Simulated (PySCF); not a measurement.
Br$_{4}$Sn (SMILES [Br][Sn]([Br])([Br])[Br]), singlet, geometry from GFN2-xTB (such geometries of metal compounds can be far from the true shape) (all electrons, no relativity); HF/STO-3G (PySCF).

PySCF was given this input:
```python
from pyscf import gto, scf

mol = gto.Mole()
mol.atom = '''
    Br   -0.91186099    2.25519566   -0.77092607
    Sn   -0.00000000    0.00000000    0.00000000
    Br   -1.75646102   -1.80817005   -0.39634669
    Br    0.55773232    0.11338300    2.48752968
    Br    2.11058968   -0.56040861   -1.32025692
'''
mol.basis = 'sto-3g'
mol.verbose = 4
mol.build()

mf = scf.RHF(mol)
mf.init_guess = 'atom'
mf.kernel()
mf.analyze()
```

The log (banner, timings and long lists left out):

```
PySCF version 2.14.0

[INPUT] verbose = 4
[INPUT] num. atoms = 5
[INPUT] num. electrons = 190
[INPUT] charge = 0
[INPUT] spin (= nelec alpha-beta = 2S) = 0
[INPUT] symmetry False subgroup None
[INPUT] Mole.unit = angstrom
[INPUT] Symbol           X                Y                Z      unit          X                Y                Z       unit  Magmom
[INPUT]  1 Br    -0.911860990000   2.255195660000  -0.770926070000 AA   -1.723167534775   4.261702154708  -1.456839134587 Bohr   0.0
[INPUT]  2 Sn     0.000000000000   0.000000000000   0.000000000000 AA    0.000000000000   0.000000000000   0.000000000000 Bohr   0.0
[INPUT]  3 Br    -1.756461020000  -1.808170050000  -0.396346690000 AA   -3.319230276274  -3.416946181141  -0.748986694478 Bohr   0.0
[INPUT]  4 Br     0.557732320000   0.113383000000   2.487529680000 AA    1.053961335618   0.214262817182   4.700749821927 Bohr   0.0
[INPUT]  5 Br     2.110589680000  -0.560408610000  -1.320256920000 AA    3.988436456533  -1.059018790748  -2.494923992862 Bohr   0.0

nuclear repulsion = 2384.98882701274
number of shells = 43
number of NR pGTOs = 297
number of NR cGTOs = 99
basis = sto-3g
ecp = {}

******** <class 'pyscf.scf.hf.RHF'> ********
method = RHF
initial guess = atom
damping factor = 0
level_shift factor = 0
DIIS = <class 'pyscf.scf.diis.CDIIS'>
diis_start_cycle = 1
diis_space = 8
diis_damp = 0
SCF conv_tol = 1e-09
SCF conv_tol_grad = None
SCF max_cycles = 50
direct_scf = True
direct_scf_tol = 1e-13
Set gradient conv threshold to 3.16228e-05
Initial guess from superposition of atomic densities.
Spherically averaged atomic HF for {'Br', 'Sn'}

******** <class 'pyscf.scf.atom_hf.AtomSphAverageRHF'> ********
method = AtomSphAverageRHF
initial guess = minao
damping factor = 0
level_shift factor = 0
DIIS = <class 'pyscf.scf.diis.CDIIS'>
diis_start_cycle = 1
diis_space = 8
diis_damp = 0
SCF conv_tol = 1e-09
SCF conv_tol_grad = None
SCF max_cycles = 50
direct_scf = True
direct_scf_tol = 1e-13
atom = Br
Set gradient conv threshold to 3.16228e-05
Initial guess from minao.
init E= -2540.61477014164
cycle= 1 E= -2544.44957679183  delta_E= -3.83  |g|=    0  |ddm|= 0.208
cycle= 2 E= -2544.44996546051  delta_E= -0.000389  |g|=    0  |ddm|= 0.00795
cycle= 3 E= -2544.44996550037  delta_E= -3.99e-08  |g|=    0  |ddm|= 8.08e-05
cycle= 4 E= -2544.44996550037  delta_E= -9.09e-13  |g|=    0  |ddm|= 1.55e-08
Extra cycle  E= -2544.44996550037  delta_E= 9.09e-13  |g|=    0  |ddm|= 1.61e-11
Atomic HF for atom  Br  converged. SCF energy = -2544.44996550037

******** <class 'pyscf.scf.atom_hf.AtomSphAverageRHF'> ********
method = AtomSphAverageRHF
initial guess = minao
damping factor = 0
level_shift factor = 0
DIIS = <class 'pyscf.scf.diis.CDIIS'>
diis_start_cycle = 1
diis_space = 8
diis_damp = 0
SCF conv_tol = 1e-09
SCF conv_tol_grad = None
SCF max_cycles = 50
direct_scf = True
direct_scf_tol = 1e-13
atom = Sn
Set gradient conv threshold to 3.16228e-05
Initial guess from minao.
init E= -5946.06476918099
cycle= 1 E= -5962.95824262818  delta_E= -16.9  |g|=    0  |ddm|= 0.452
cycle= 2 E= -5962.96243723546  delta_E= -0.00419  |g|=    0  |ddm|= 0.075
cycle= 3 E= -5962.96245275538  delta_E= -1.55e-05  |g|=    0  |ddm|= 0.00476
cycle= 4 E= -5962.96245275597  delta_E= -5.89e-10  |g|=    0  |ddm|= 2.75e-05
Extra cycle  E= -5962.96245275597  delta_E=    0  |g|=    0  |ddm|= 5.68e-08
Atomic HF for atom  Sn  converged. SCF energy = -5962.96245275597

init E= -16141.5597367023
  HOMO = -0.271084891915721  LUMO = 0.105392095944552  gap/eV = 10.24446
cycle= 1 E= -16142.0974370786  delta_E= -0.538  |g|= 0.421  |ddm|= 3.21
  HOMO = -0.331544484365864  LUMO = 0.0821951996772047  gap/eV = 11.25843
cycle= 2 E= -16142.2254309478  delta_E= -0.128  |g|= 0.081  |ddm|= 1.41
  HOMO = -0.329211478226149  LUMO = 0.146041988764975  gap/eV = 12.93231
cycle= 3 E= -16142.2295904745  delta_E= -0.00416  |g|= 0.0141  |ddm|= 0.219
  HOMO = -0.330214434114061  LUMO = 0.149955381505911  gap/eV = 13.06609
cycle= 4 E= -16142.2298206265  delta_E= -0.00023  |g|= 0.00103  |ddm|= 0.0707
  HOMO = -0.330131749022196  LUMO = 0.149410944106344  gap/eV = 13.04902
cycle= 5 E= -16142.2298215735  delta_E= -9.47e-07  |g|= 0.000164  |ddm|= 0.00383
  HOMO = -0.330132616305119  LUMO = 0.149485475340154  gap/eV = 13.05107
cycle= 6 E= -16142.2298215999  delta_E= -2.65e-08  |g|= 2.08e-05  |ddm|= 0.000734
  HOMO = -0.330130816705492  LUMO = 0.14947539923195  gap/eV = 13.05075
cycle= 7 E= -16142.2298216003  delta_E= -3.35e-10  |g|= 1.11e-06  |ddm|= 6.88e-05
  HOMO = -0.330130916940895  LUMO = 0.149475258236466  gap/eV = 13.05075
Extra cycle  E= -16142.2298216003  delta_E= -1.82e-11  |g|= 2.66e-07  |ddm|= 2.5e-06
converged SCF energy = -16142.2298216003
**** SCF Summaries ****
Total Energy =                      -16142.229821600285504
Nuclear Repulsion Energy =            2384.988827012741240
One-electron Energy =               -27258.386162737820996
Two-electron Energy =                 8731.167514124794252
Two-electron Coulomb Energy =         9253.481973484755144
DFT Exchange-Correlation Energy =     -522.314459359960892
HOMO-LUMO gap [eV] =                    13.050748770326907
**** MO energy ****
MO #1   energy= -1030.02754075569  occ= 2
MO #2   energy= -484.459312080071  occ= 2
MO #3   energy= -484.459311303987  occ= 2
MO #4   energy= -484.459311303799  occ= 2
MO #5   energy= -484.459311303659  occ= 2
MO #6   energy= -153.658075030613  occ= 2
MO #7   energy= -145.487648233381  occ= 2
MO #8   energy= -145.48764823338   occ= 2
MO #9   energy= -145.487648233379  occ= 2
MO #10  energy= -63.1878950868772  occ= 2
MO #11  energy= -63.1877480367724  occ= 2
MO #12  energy= -63.1877480365878  occ= 2
MO #13  energy= -63.1877480364496  occ= 2
MO #14  energy= -57.737522076753   occ= 2
MO #15  energy= -57.7375183434711  occ= 2
MO #16  energy= -57.7375183432865  occ= 2
MO #17  energy= -57.737518343149   occ= 2
MO #18  energy= -57.7355201975512  occ= 2
MO #19  energy= -57.7355201974819  occ= 2
MO #20  energy= -57.7355201973897  occ= 2
MO #21  energy= -57.7355193626349  occ= 2
MO #22  energy= -57.7355193625657  occ= 2
MO #23  energy= -57.7355193624737  occ= 2
MO #24  energy= -57.7355189303963  occ= 2
MO #25  energy= -57.7355189303962  occ= 2
MO #26  energy= -29.7348212577887  occ= 2
MO #27  energy= -26.7169484407748  occ= 2
MO #28  energy= -26.7169484407736  occ= 2
MO #29  energy= -26.7169484407703  occ= 2
MO #30  energy= -18.319204563467   occ= 2
MO #31  energy= -18.3192045634641  occ= 2
MO #32  energy= -18.3190781776245  occ= 2
MO #33  energy= -18.3190781776223  occ= 2
MO #34  energy= -18.3190781776189  occ= 2
MO #35  energy= -9.13883677758519  occ= 2
MO #36  energy= -9.13873339788087  occ= 2
MO #37  energy= -9.13873339770376  occ= 2
MO #38  energy= -9.13873339757026  occ= 2
MO #39  energy= -6.8895600538588   occ= 2
MO #40  energy= -6.88922377751082  occ= 2
MO #41  energy= -6.88922377733175  occ= 2
MO #42  energy= -6.88922377719757  occ= 2
MO #43  energy= -6.87825540064788  occ= 2
MO #44  energy= -6.87825540058136  occ= 2
MO #45  energy= -6.87825540049377  occ= 2
MO #46  energy= -6.87819477133379  occ= 2
MO #47  energy= -6.87819477126755  occ= 2
MO #48  energy= -6.87819477118001  occ= 2
MO #49  energy= -6.8781532692534   occ= 2
MO #50  energy= -6.8781532692526   occ= 2
MO #51  energy= -4.94746309492499  occ= 2
MO #52  energy= -3.69992091671545  occ= 2
MO #53  energy= -3.69992091670809  occ= 2
MO #54  energy= -3.69992091668986  occ= 2
MO #55  energy= -2.24521291689877  occ= 2
MO #56  energy= -2.24502037615255  occ= 2
MO #57  energy= -2.24502037597346  occ= 2
MO #58  energy= -2.24502037584157  occ= 2
MO #59  energy= -2.24134484954508  occ= 2
MO #60  energy= -2.24134484947911  occ= 2
MO #61  energy= -2.24134484939102  occ= 2
MO #62  energy= -2.24125509150135  occ= 2
MO #63  energy= -2.24125509143538  occ= 2
MO #64  energy= -2.24125509134619  occ= 2
MO #65  energy= -2.24125192786075  occ= 2
MO #66  energy= -2.24125192786006  occ= 2
MO #67  energy= -2.23041541612537  occ= 2
MO #68  energy= -2.23041541605833  occ= 2
MO #69  energy= -2.2304154159702   occ= 2
MO #70  energy= -2.23041533912392  occ= 2
MO #71  energy= -2.23041533912336  occ= 2
MO #72  energy= -2.23041526092575  occ= 2
MO #73  energy= -2.23041526085838  occ= 2
MO #74  energy= -2.2304152607707   occ= 2
MO #75  energy= -1.02652814551031  occ= 2
MO #76  energy= -1.0265281454625   occ= 2
MO #77  energy= -1.02652814538076  occ= 2
MO #78  energy= -1.01942306438169  occ= 2
MO #79  energy= -1.01942306437536  occ= 2
MO #80  energy= -0.89798571725063  occ= 2
MO #81  energy= -0.859919084456855 occ= 2
MO #82  energy= -0.859919084289016 occ= 2
MO #83  energy= -0.859919084148809 occ= 2
MO #84  energy= -0.522266932709744 occ= 2
MO #85  energy= -0.409303425704526 occ= 2
MO #86  energy= -0.409303425593416 occ= 2
MO #87  energy= -0.409303425524589 occ= 2
MO #88  energy= -0.342415041196921 occ= 2
MO #89  energy= -0.342415041178627 occ= 2
MO #90  energy= -0.33748401152997  occ= 2
MO #91  energy= -0.337484011481386 occ= 2
MO #92  energy= -0.337484011398089 occ= 2
MO #93  energy= -0.330130917007759 occ= 2
MO #94  energy= -0.330130916981012 occ= 2
MO #95  energy= -0.330130916940895 occ= 2
MO #96  energy= 0.149475258236466  occ= 0
MO #97  energy= 0.245549593590655  occ= 0
MO #98  energy= 0.245549593891943  occ= 0
MO #99  energy= 0.245549594299739  occ= 0
 ** Mulliken pop on meta-lowdin orthogonal AOs  **
 ** Mulliken pop  **
 ** Mulliken atomic charges  **
charge of    0Br =     -0.19903
charge of    1Sn =      0.79613
charge of    2Br =     -0.19903
charge of    3Br =     -0.19903
charge of    4Br =     -0.19903
Dipole moment(X, Y, Z, Debye):  0.00000,  0.00000, -0.00000
```
